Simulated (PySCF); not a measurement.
MoO3, multiplicity 1. Atoms are numbered in the order given.

```xyz
4

Mo     0.0000     0.0000    -0.2140
O     -1.3966     0.8063     0.3744
O      1.3966     0.8063     0.3744
O      0.0000    -1.6127     0.3744
```
Charge 0, spin multiplicity 1.

Geometry: PBE-D3(BJ)/def2-TZVP. The spin state was assumed, not searched. The isomer is the one that the SMILES or the coordinates give; other isomers of the formula were not compared. The def2 effective core potentials stand for the cores of Mo; spin–orbit coupling is left out.

The numbers are results of PBE-D3(BJ)/def2-TZVP (PySCF), not measurements.

Frequencies are harmonic and unscaled.

Modes within 1.5 cm⁻¹ of each other (mostly degenerate sets) share a row, with their intensities summed.

| mode | ν (cm⁻¹) | IR (km/mol) | moving atoms (share of kinetic energy) |
|---|---|---|---|
| 1 | 267 | 31.5 | O 73 %, Mo 27 % |
| 2–3 | 334 | 2.0 | O 91 %, Mo 9 % |
| 4–5 | 943 | 369.4 | O 80 %, Mo 20 % |
| 6 | 979 | 3.1 | O 94 % |
